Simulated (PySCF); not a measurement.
CH5ClF2Si2, SMILES C([Si@](Cl)(F)[SiH3])F. Atoms are numbered in the order given.

```xyz
11

F     -1.2823    -2.1584     0.3852
C     -1.5478    -0.8019     0.5672
Si    -0.1365     0.1610    -0.2462
F     -0.4021     0.2158    -1.8526
Si     1.9357    -0.8291     0.1947
Cl    -0.2180     2.1111     0.4617
H     -1.6013    -0.5841     1.6486
H     -2.5274    -0.5556     0.1203
H      2.0143    -2.1583    -0.4713
H      3.0304     0.0551    -0.2945
H      2.0488    -0.9971     1.6718
```

Geometry optimised at B3LYP-D3(BJ)/def2-SVP. The structure was generated by enumeration; whether it is a known compound was not checked. Other conformers were not sampled.

All values below come from ωB97X/def2-TZVP (PySCF).

ESP charges are fitted to the potential on shells at 1.4 to 2.0 van der Waals radii. Atomic charges (e):

```json
[
 {"atom": "F1", "ESP fit": "-0.18", "meta-Löwdin": "-0.32"},
 {"atom": "C2", "ESP fit": "-0.11", "meta-Löwdin": "(withheld)"},
 {"atom": "Si3", "ESP fit": "0.39", "meta-Löwdin": "1.02"},
 {"atom": "F4", "ESP fit": "-0.22", "meta-Löwdin": "-0.50"},
 {"atom": "Si5", "ESP fit": "0.09", "meta-Löwdin": "(withheld)"},
 {"atom": "Cl6", "ESP fit": "-0.16", "meta-Löwdin": "-0.30"},
 {"atom": "H7", "ESP fit": "0.11", "meta-Löwdin": "(withheld)"},
 {"atom": "H8", "ESP fit": "0.14", "meta-Löwdin": "(withheld)"},
 {"atom": "H9", "ESP fit": "0.00", "meta-Löwdin": "(withheld)"},
 {"atom": "H10", "ESP fit": "-0.02", "meta-Löwdin": "(withheld)"},
 {"atom": "H11", "ESP fit": "-0.03", "meta-Löwdin": "(withheld)"}
]
```

**Question.** Complete the blanks. (The exact figures need the calculation; the answer reports its results.)

**Answer.** 
- C2, meta-Löwdin: -0.17
- Si5, meta-Löwdin: 0.22
- H7, meta-Löwdin: 0.13
- H8, meta-Löwdin: 0.13
- H9, meta-Löwdin: -0.07
- H10, meta-Löwdin: -0.07
- H11, meta-Löwdin: -0.07

Computed Mayer and Wiberg (Löwdin basis) orders of the bonds:
```json
[
 {"bond": "F1–C2", "Mayer": "0.95", "Wiberg": "1.63"},
 {"bond": "C2–Si3", "Mayer": "0.95", "Wiberg": "1.12"},
 {"bond": "Si3–F4", "Mayer": "1.09", "Wiberg": "1.68"},
 {"bond": "Si3–Si5", "Mayer": "0.94", "Wiberg": "1.07"},
 {"bond": "Si3–Cl6", "Mayer": "1.16", "Wiberg": "1.77"},
 {"bond": "C2–H7", "Mayer": "0.94", "Wiberg": "0.89"},
 {"bond": "C2–H8", "Mayer": "0.95", "Wiberg": "0.89"},
 {"bond": "Si5–H9", "Mayer": "0.95", "Wiberg": "0.96"},
 {"bond": "Si5–H10", "Mayer": "0.96", "Wiberg": "0.96"},
 {"bond": "Si5–H11", "Mayer": "0.95", "Wiberg": "0.96"}
]
```
